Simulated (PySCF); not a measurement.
C2H5ClGeS2.
Bonds: Cl1–Ge2, Ge2–S3, S3–C4, C4–C5, C5–S6, Ge2–S6. Hydrogens: H7 on Ge2; H8, H9 on C4; H10, H11 on C5.

Method: PBE0-D3(BJ)/def2-SVP geometry optimisation, gas phase (PySCF); density fitting, grid level 1; the optimiser is geomeTRIC in internal coordinates, started from a GFN2-xTB structure with every atom displaced at random (about 0.01 Å).

Step 0: E = -92829.5996 eV
```
atom  x, y, z in Å  |  force x, y, z in eV/Å
Cl1     3.1058   -1.6220    0.1128    0.180  -0.177   0.171
Ge2     1.4851   -0.5914   -0.8326   -0.459   0.527  -0.263
S3      0.9910    1.4200    0.0546    0.637  -0.368  -0.499
C4     -0.4847    0.8131    0.8753   -0.859   0.030   0.505
C5     -1.3509   -0.0707   -0.0180    0.760  -0.497   1.175
S6     -0.4615   -1.6112   -0.4468    0.227  -0.092  -0.109
H7      1.8849   -0.4793   -2.3189   -0.002  -0.006   0.166
H8     -1.0554    1.7239    1.1368    0.055  -0.098   0.031
H9     -0.2216    0.2993    1.8238   -0.105   0.071  -0.298
H10    -1.6195    0.4395   -0.9189   -0.383   0.580  -0.860
H11    -2.2525   -0.3957    0.5215   -0.052   0.031  -0.019
```

Step 1: E = -92829.5541 eV
```
atom  x, y, z in Å  |  force x, y, z in eV/Å
Cl1     3.1417   -1.5467    0.1019   -0.291  -0.037  -0.361
Ge2     1.4376   -0.5997   -0.8871    0.411  -0.021   0.767
S3      1.1111    1.3183    0.1607   -0.342   0.169  -0.104
C4     -0.5026    0.8296    0.8972    0.025   0.013  -0.476
C5     -1.3292   -0.0597   -0.0137    0.047  -0.229  -0.291
S6     -0.4359   -1.6344   -0.3372   -0.061  -0.170  -0.133
H7      1.7818   -0.4329   -2.3580    0.092  -0.086  -0.218
H8     -1.0181    1.7692    1.1344   -0.085   0.074  -0.012
H9     -0.3143    0.2779    1.8186    0.081  -0.036   0.379
H10    -1.5817    0.3601   -1.0079    0.062   0.302   0.444
H11    -2.2697   -0.3563    0.4807    0.061   0.022   0.006
```

Step 2: E = -92829.6382 eV
```
atom  x, y, z in Å  |  force x, y, z in eV/Å
Cl1     3.1276   -1.5952    0.0862   -0.115  -0.008  -0.112
Ge2     1.4567   -0.5914   -0.8654    0.206   0.058   0.209
S3      1.0696    1.3556    0.1250   -0.132   0.012  -0.138
C4     -0.5108    0.8293    0.8929    0.100  -0.116   0.067
C5     -1.3260   -0.0735   -0.0073    0.061  -0.203  -0.081
S6     -0.4309   -1.6398   -0.3888   -0.098   0.127  -0.053
H7      1.8295   -0.4602   -2.3485    0.014  -0.023   0.036
H8     -1.0578    1.7579    1.1176   -0.006  -0.001  -0.018
H9     -0.2893    0.3092    1.8380   -0.024   0.075   0.022
H10    -1.5922    0.4192   -0.9541   -0.022   0.082   0.048
H11    -2.2558   -0.3855    0.4941    0.015  -0.004   0.019
```

Q: Estimate the geometry and energy of step 3. (The exact step hangs on the optimiser's Hessian estimate; all steps are aligned on step 2, rigid shifts and turns removed.)

A: E = -92829.6611 eV, largest force 0.127 eV/Å
```
atom  x, y, z in Å  |  force x, y, z in eV/Å
Cl1     3.0938   -1.6236    0.1094    0.042  -0.031   0.038
Ge2     1.4704   -0.5806   -0.8569    0.003   0.042  -0.025
S3      1.0354    1.3835    0.0712   -0.038  -0.005  -0.072
C4     -0.5048    0.8217    0.8877    0.028  -0.018   0.123
C5     -1.3298   -0.0823   -0.0022    0.036  -0.078   0.026
S6     -0.4381   -1.6244   -0.4472   -0.028   0.087  -0.034
H7      1.8819   -0.4734   -2.3303    0.013   0.016   0.016
H8     -1.0687    1.7397    1.1161    0.018   0.009   0.003
H9     -0.2508    0.3249    1.8377   -0.032   0.001  -0.041
H10    -1.6271    0.4533   -0.9147   -0.043  -0.022  -0.061
H11    -2.2416   -0.4133    0.5188    0.000  -0.003   0.026
```

The energy changes by -0.0229 eV. The first-order estimate −F·Δx gives -0.0353 eV and the mean of the old and new forces, exact on a quadratic surface, -0.0215 eV. The step makes an angle of 64° with the force vector and moves no atom by more than 0.070 Å.

What follows is the cost of the whole optimisation. Time: 90 s; peak memory 0.58 GiB. Hardware: Arm Neoverse V2, one thread, shared host with 192 logical CPUs at a one-minute load of 48.
